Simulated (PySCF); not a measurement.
# Substituent chemical shifts

Parent skeleton `[CH3:1][O:2][CH:3]1[CH2:4][CH:5]1[SiH3:6]`; one hydrogen on atom 4 is replaced by X. Hydrogens on one atom are averaged.

[PySCF 2.14.0 with density-fitted response routines: shielding tensors at PBE0/pcSseg-1 (GIAO); GFN2-xTB geometry; gas phase; averaged over atoms made equivalent by symmetry, fast rotation or ring inversion; a single conformation; non-relativistic Hamiltonian]

References, each an isolated molecule treated in the same way: ¹³C (σ = 186.93 ppm), ²⁹Si (σ = 349.16 ppm), ¹H (σ = 31.72 ppm) vs TMS; ¹⁷O (σ = 336.08 ppm) vs H2O.

Parent (X = H): C1 59.6, O2 37.3, C3 58.9, C4 12.7, C5 1.1, Si6 -65.0, H(C1) 3.48, H(C3) 3.32, H(C4) 0.48 ppm. Effects are Δδ = δ(X) − δ(H), positive for deshielding.

Known members:
```
     X    C1     O2     C3     C4     C5    Si6  H(C1)  H(C3)  H(C4)
 CH2OH  +1.7  -10.8   +5.7  +13.6   +5.9  -19.3  +0.02  +0.00  +1.05
 vinyl  +1.0   +0.0  +10.2  +18.9   +8.2   -2.5  +0.05  -0.21  +0.87
SO2CH3  +2.0   -0.6   +2.1  +33.1  +13.5  -30.6  +0.13  +0.18  +2.04
    CN  +0.5   -0.9   +7.7   -4.6  +11.4   +0.0  +0.26  -0.28  +0.31
   CH3  +1.0   -3.7   +7.7   +8.4   +4.9   -2.2  +0.02  -0.40  +0.29
```

Four more derivatives gave (Δδ, ppm):
```csv
compound,C1,O2,C3,C4,C5,Si6,H(C1),H(C3),H(C4)
1,+1.3,-4.6,+5.6,+12.2,+3.1,-19.5,-0.02,-0.10,+0.33
2,+2.0,-9.0,+5.6,+11.0,+6.4,-1.3,+0.31,-0.39,+0.43
3,+0.7,-4.9,+16.0,+32.2,+17.2,-2.3,-0.06,+0.16,+2.30
4,+1.4,+11.4,+14.8,+13.0,+11.4,-11.1,+0.06,-0.40,+0.81
```

Their substituents are C(S)CH3, CH2CN, CONH2, nPr. Which is which?

Results:

1: X = nPr (CCC[C@@H]1[C@H]([SiH3])[C@@H]1OC); 2: X = CH2CN (CO[C@@H]1[C@@H]([SiH3])[C@@H]1CC#N); 3: X = C(S)CH3 (CO[C@@H]1[C@@H]([SiH3])[C@@H]1C(C)=S); 4: X = CONH2 (CO[C@@H]1[C@@H]([SiH3])[C@H]1C(N)=O).

Experimental scales use liquid or dissolved standards, which lie at an offset from isolated H2O (liquid H2O: subtract about 36 ppm).
